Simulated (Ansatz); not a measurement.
Computed with Ansatz on PBE0-D4/def2-TZVP structures; ΔE is electronic, products minus reactants. CBS: MP2 limit from def2 TZ/QZ plus the TZ coupled-cluster correction, frozen cores. This one scheme is used for every species. DFT in def2-TZVPP. HSE06 is defined as in plane-wave codes. Each species was taken in one conformer, which may not be the lowest.

Reaction (formal exchange of groups at a B–Cl bond): `NB(O)Cl` + `C=O` → `NB(O)C=O` + HCl

```csv
level,ΔE (kcal/mol),difference from CCSD(T)/CBS
BLYP-D4,19.6,-0.9
r2SCAN-D4,21.3,0.8
r2SCANh-D4,21.5,1.0
HSE06-D4,20.9,0.4
BHLYP-D4,21.4,0.9
B2PLYP,21.0,0.5
PBE-QIDH,21.8,1.3
PBE0,21.0,0.5
HSE06,21.0,0.5
RPA@PBE/def2-TZVPP,19.7,-0.8
HF/def2-SVP,23.8,3.3
SCS-MP2/def2-TZVPP,21.5,1.0
MP2/def2-QZVPP,22.0,1.5
SCS-MP2/def2-QZVPP,21.6,1.1
MP2/CBS(def2),22.0,1.5
CCSD/CBS(def2),20.7,0.2
CCSD(T)/CBS,20.5,0
```

Largest T1 diagnostic among the species: 0.015.

From PBE to PBE0 (25 % exact exchange), in def2-TZVPP and without D4, ΔE moves by +0.9 kcal/mol. In def2-TZVPP, CCSD(T) changes the Hartree–Fock value by −2.7 kcal/mol (the triples alone add −0.2 kcal/mol) and MP2 by −1.1 kcal/mol.
